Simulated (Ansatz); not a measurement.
Harmonic frequencies (cm⁻¹) at PBE0-D4/def2-TZVP from Ansatz: 101, 127, 148, 192, 228, 318, 434, 540, 559, 598, 635, 681, 692, 752, 791, 863, 919, 936, 945, 948, 1174, 2219, 2234, 2240, 2249, 2259, 2718.

(1) Which molecule is it?
A. `[SiH3]C1(I)B[SiH2]1`
B. `BC[SiH2]F`
C. `CBC=[Se]`
D. `ClC1=[CH][InH][CH2]1`

## Answers

(1) A.
